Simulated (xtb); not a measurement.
Cl2Pb, charge +1, quartet, at a GFN2-xTB geometry of the parent state (such geometries of metal compounds can be far from the true shape) (a state made from the parent by changing its charge; the spin is typed, not shown lowest); GFN0-xTB in xtb.

Here is a job for xtb.
```
$ xtb mol.xyz --gfn 0 --chrg 1 --uhf 3 --json

# file mol.xyz
3

Pb     0.01015581    -0.01565948     0.63472292
Cl     0.88949124     1.05107845    -1.52042667
Cl    -0.93847809    -0.97554448    -1.54117802
```

The log (banner, timings and long lists left out):

```
   ID    Z sym.   atoms
    1   82 Pb     1
    2   17 Cl     2, 3

           -------------------------------------------------
          |                Calculation Setup                |
           -------------------------------------------------

           -------------------------------------------------
          |                 G F N 0 - x T B                 |
           -------------------------------------------------

          ...................................................
          :                      SETUP                      :
          :.................................................:
          :  # basis functions                  24          :
          :  # atomic orbitals                  22          :
          :  # shells                            8          :
          :  # electrons                        17          :
          :  electronic temp.          300.0000000     K    :
          :  accuracy                    1.0000000          :
          :  -> integral cutoff          0.2500000E+02      :
          :  -> integral neglect         0.1000000E-07      :
          ...................................................

         :::::::::::::::::::::::::::::::::::::::::::::::::::::
         ::                     SUMMARY                     ::
         :::::::::::::::::::::::::::::::::::::::::::::::::::::
         :: total energy              -9.115067994299 Eh    ::
         :: gradient norm              0.032930016504 Eh/a0 ::
         :: HOMO-LUMO gap              2.448430593529 eV    ::
         ::.................................................::
         :: H0 energy                -10.500387252184 Eh    ::
         :: repulsion energy           0.001283156634 Eh    ::
         :: electrostat energy         1.384690964953 Eh    ::
         :: -> Gsolv                   0.000000000000 Eh    ::
         ::    -> Gsasa                0.000000000000 Eh    ::
         ::    -> Gshift               0.000000000000 Eh    ::
         :: dispersion energy         -0.000654863702 Eh    ::
         :: short-range corr.          0.000000000000 Eh    ::
         :: add. restraining           0.000000000000 Eh    ::
         :: total charge               1.000000000000 e     ::
         :::::::::::::::::::::::::::::::::::::::::::::::::::::

           -------------------------------------------------
          |                Property Printout                |
           -------------------------------------------------

    * Orbital Energies and Occupations

         #    Occupation            Energy/Eh            Energy/eV
      -------------------------------------------------------------
         1        2.0000           -0.9712162             -26.4281
         2        2.0000           -0.9708640             -26.4186
         3        2.0000           -0.7927067             -21.5706
         4        2.0000           -0.5025349             -13.6747
         5        2.0000           -0.4824030             -13.1269
         6        2.0000           -0.4739875             -12.8979
         7        2.0000           -0.4687158             -12.7544
         8        1.0000           -0.4494614             -12.2305
         9        1.0000           -0.4183690             -11.3844
        10        1.0000           -0.3077006              -8.3730 (HOMO)
        11                         -0.2177224              -5.9245 (LUMO)
        12                         -0.1353819              -3.6839
        13                         -0.0710018              -1.9321
        14                         -0.0689187              -1.8754
        15                         -0.0656585              -1.7867
        16                         -0.0641549              -1.7457
        17                         -0.0596632              -1.6235
        18                         -0.0588366              -1.6010
        19                         -0.0530596              -1.4438
        20                         -0.0517468              -1.4081
        21                         -0.0273336              -0.7438
        22                          0.0565704               1.5394
      -------------------------------------------------------------
                  HL-Gap            0.0899782 Eh            2.4484 eV
             Fermi-level            0.0000000 Eh            0.0000 eV

     #   Z          covCN         q      C6AA      α(0)
     1  82 Pb       1.652     0.885   482.906    45.150
     2  17 Cl       1.179     0.058    95.613    14.948
     3  17 Cl       1.179     0.058    95.613    14.948

 Mol. C6AA /au·bohr⁶  :       1701.991149
 Mol. C8AA /au·bohr⁸  :     160405.840850
 Mol. α(0) /au        :         75.045569

Wiberg/Mayer (AO) data.
largest (>0.10) Wiberg bond orders for each atom

 ---------------------------------------------------------------------------
     #   Z sym  total        # sym  WBO       # sym  WBO       # sym  WBO
 ---------------------------------------------------------------------------
     1  82 Pb   1.642 --     2 Cl   0.821     3 Cl   0.821
     2  17 Cl   1.697 --     3 Cl   0.876     1 Pb   0.821
     3  17 Cl   1.697 --     2 Cl   0.876     1 Pb   0.821
 ---------------------------------------------------------------------------

Topologies differ in total number of bonds
Writing topology from bond orders to xtbtopo.mol

 dipole moment from electron density (au)
     X       Y       Z
  -0.0387   0.0597  -2.4188  total (Debye):    6.151

           -------------------------------------------------
          | TOTAL ENERGY               -9.115067994299 Eh   |
          | GRADIENT NORM               0.032930016504 Eh/α |
          | HOMO-LUMO GAP               2.448430593529 eV   |
           -------------------------------------------------

normal termination of xtb
```
